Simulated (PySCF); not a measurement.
CH₉ClSi₃.
SMILES with atom numbers: `[SiH3:1][SiH2:2][SiH2:3][CH2:4][Cl:5]` (hydrogens: H6, H7, H8 on Si1; H9, H10 on Si2; H11, H12 on Si3; H13, H14 on C4)

Cartesian coordinates in Å at the PBE0-D3(BJ)/def2-SVP level; atoms count from 1:
```
atom  x, y, z in Å
Si1    1.983    0.989   -0.235
Si2    1.021   -1.149   -0.155
Si3   -1.133   -0.920    0.741
C4    -1.934    0.599   -0.071
Cl5   -1.805    0.447   -1.852
H6     2.052    1.554    1.150
H7     1.120    1.881   -1.068
H8     3.360    0.959   -0.814
H9     0.964   -1.744   -1.525
H10    1.842   -2.050    0.715
H11   -1.986   -2.120    0.480
H12   -1.068   -0.684    2.220
H13   -1.424    1.529    0.222
H14   -2.998    0.700    0.186
```

The closed-shell ground state was solved at several levels (PySCF, density fitting, gas phase, non-relativistic).

| level | basis functions | total energy (Eh) | HOMO (eV) | LUMO (eV) | gap (eV) | dipole (D) |
| --- | --- | --- | --- | --- | --- | --- |
| HF/pcSseg-2 | 334 | -1369.4682 | -10.46 | 2.23 | 12.69 | 1.70 |
| PBE0/pcSseg-1 | 158 | -1371.5605 | -8.08 | -0.43 | 7.65 | 1.55 |

Task: What might B3LYP/def2-SVPD (191 basis functions) give for the same quantities?

Result: Total energy -1371.8323 Eh, HOMO -7.79 eV, LUMO -0.66 eV, gap 7.13 eV, dipole 1.43 D.

Task: Over all these levels, which gives the widest orbital gap and which the narrowest?

Result: HF/pcSseg-2 (Hartree–Fock, all exact exchange) has the widest, 12.69 eV, and B3LYP/def2-SVPD (global hybrid, 20 % exact exchange) the narrowest, 7.13 eV. Functional and basis both differ between the two, so the spread mixes both effects. The HOMO need not be the same orbital at Hartree–Fock and at DFT levels.

Task: How far do the dipole and the HOMO energy spread over the levels?

Result: The dipole runs from 1.43 to 1.70 D (mean 1.56 D) and the HOMO from -10.46 to -7.79 eV.

One conformer stands for the species.
